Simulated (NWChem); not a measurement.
## Total energies of C3H5

```
C
C 1 1.3218
H 2 1.1049 1 122.52
H 2 1.1131 3 115.86 1 180.00
C 1 1.4658 2 141.95 3 180.00
H 5 1.1112 1 111.55 2 120.27
H 5 1.1112 6 106.90 1 -122.19
H 5 1.1180 6 107.47 7 -115.12
```
Charge 0, spin multiplicity 2.

Program: NWChem. The geometry was optimised at UPBE/def2-SVP, a minimum by its harmonic frequencies.

Basis set: 6-311G** (84 functions).

```
method      total energy (Ha)  relative cost
----------  -----------------  -------------
UHF                -116.46123              1
UMP2               -116.85643        under 3
UB2PLYP            -117.11951        under 3
UPBE               -117.08960        under 3
UB3LYP             -117.26256        under 3
UCAM-B3LYP         -117.18250              4
```

Total energies of different functionals aren't comparable as a measure of quality: only differences taken within one method are. Relative cost: rough, from shared machines, SCF included, UHF = 1.

The correlated methods keep 3 core orbitals frozen. B3LYP has NWChem's definition, with VWN1-RPA local correlation. GW and range-separated runs recompute their integrals, the others keep them in memory, which bears on the times. The Pople sets run with spherical d functions. The structure started from a generated list of species. The unpaired electrons of the parent sit in orbitals of symmetry a' (Cs labels of the run); other states weren't searched. No SCF solution was tested for a lower state. Open-shell Hartree-Fock references start from PBE0 orbitals; any time given for them includes that run.
